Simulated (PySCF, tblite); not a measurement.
Isomers of C5H9NOSi2. Computed with GFN2-xTB (tblite): harmonic, unscaled wavenumbers at the GFN2-xTB geometry, gas phase. Errors from tens to a few hundred cm⁻¹ against measured bands are possible. Modes of hydrogen on silicon can be 10 to 20 % off. One conformer each.

Electronic energies: PBE0/pcSseg-1 single points on the GFN2-xTB geometries (PySCF, gas phase).

```csv
SMILES,"electronic energy, lowest = 0 (kJ/mol)"
COC1=C[C@H](C#N)[SiH2][SiH2]1,271.5
C=C[C@@H]1C[Si@H](C#N)O[SiH2]1,0.0
N#CC[C@]1([SiH3])C=CO[SiH2]1,183.4
```

Task: How do GFN2-xTB zero-point energies change the relative energies?

Result: 
```
                        SMILES  ZPE (kJ/mol)  of it from modes above 1550 cm⁻¹  electronic (kJ/mol)  with ZPE, lowest = 0 (kJ/mol)  lowest mode (cm⁻¹)  rings
C=C[C@@H]1C[Si@H](C#N)O[SiH2]1         328.2                             174.4                  0.0                            0.0                  46      1
  N#CC[C@]1([SiH3])C=CO[SiH2]1         314.7                             165.2                183.4                          169.8                  54      1
 COC1=C[C@H](C#N)[SiH2][SiH2]1         318.5                             166.1                271.5                          261.8                  24      1
```

The zero-point energies span 13.5 kJ/mol, from `N#CC[C@]1([SiH3])C=CO[SiH2]1` to `C=C[C@@H]1C[Si@H](C#N)O[SiH2]1`. The order is unchanged.

Task: And how do the electronic energies of GFN2-xTB itself compare?

Result: `C=C[C@@H]1C[Si@H](C#N)O[SiH2]1` 0.0; `N#CC[C@]1([SiH3])C=CO[SiH2]1` 64.1; `COC1=C[C@H](C#N)[SiH2][SiH2]1` 238.7 kJ/mol, lowest = 0. Against the energies above, taken from the same isomer `C=C[C@@H]1C[Si@H](C#N)O[SiH2]1`, the largest difference is 119.3 kJ/mol.
